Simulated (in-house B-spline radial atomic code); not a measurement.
## PBEsol excitations of the tin ion Sn²⁺

Method: PBEsol. Computed with a B-spline radial code for spherical atoms: linear response of the closed shell [Kr] 4d10 5s2 with the functional's adiabatic kernel; scalar-relativistic (spin-free one-electron X2C), finite nucleus, no spin-orbit coupling, no double excitations, S, P, D and F terms only; shells from n = 3 respond. Only terms of natural parity with L up to 3 were computed.

Command:
```bash
python run_td.py task.json out
```
Settings (radii: box in bohr, nucleus in fm):
```
Z                        50
electrons                48
configuration            [Kr] 4d10 5s2
hamiltonian              x2c
method                   pbesol
box_radius               29.48
rms_radius               4.6519
intervals                73
```

Time taken, with all properties: 3 s on 1 thread of Arm Neoverse N1, with other jobs on the host.

The lowest states, in the order of their Tamm-Dancoff energies; the method's threshold (minus the highest occupied level) is 26.143 eV. Labels give the largest channel, * marks a mixed state, and oscillator strengths are full-response dipole values. Semilocal kernels can invert the small singlet-triplet splittings of Rydberg terms. Energies in eV:

| state | full response | Tamm-Dancoff | oscillator strength |
| --- | --- | --- | --- |
| 5s → 5p 3P | ? | ? | - |
| 5s → 5p 1P | 9.969 | 10.402 | 1.58 |
| 5s → 6s 3S | 16.979 | 16.983 | - |
| 5s → 5d 3D | 17.087 | 17.108 | - |
| 5s → 6s 1S | 17.468 | 17.492 | - |
| 5s → 5d 1D | 17.545 | 17.557 | - |
| 5s → 6p 3P | 19.243 | 19.250 | - |
| 5s → 6p 1P | 19.493 | 19.533 | 0.00547 |
| 5s → 4f 3F | 21.579 | 21.590 | - |
| 5s → 4f 1F | ? | ? | - |
| 5s → 7s 3S | 21.798 | 21.799 | - |
| 5s → 7s 1S | 21.910 | 21.917 | - |
| 5s → 6d 3D | 22.061 | 22.066 | - |
| 5s → 6d 1D | 22.167 | 22.170 | - |

**Question.** Where does 5s → 5p 3P lie?

**Answer.** At 7.158 eV in full response, 7.268 eV in Tamm-Dancoff.

**Question.** Where does 5s → 4f 1F lie?

**Answer.** At 21.686 eV in full response, 21.690 eV in Tamm-Dancoff.

**Question.** How large is the singlet-triplet splitting of 5s → 5p (P terms) in Tamm-Dancoff?

**Answer.** 3.13 eV, from the unrounded values.

**Question.** What polarisabilities and dispersion coefficient does the method give?

**Answer.** Dipole 14.89 bohr³, quadrupole 54.69 bohr⁵, C6 84.16 hartree·bohr⁶ for two such species.
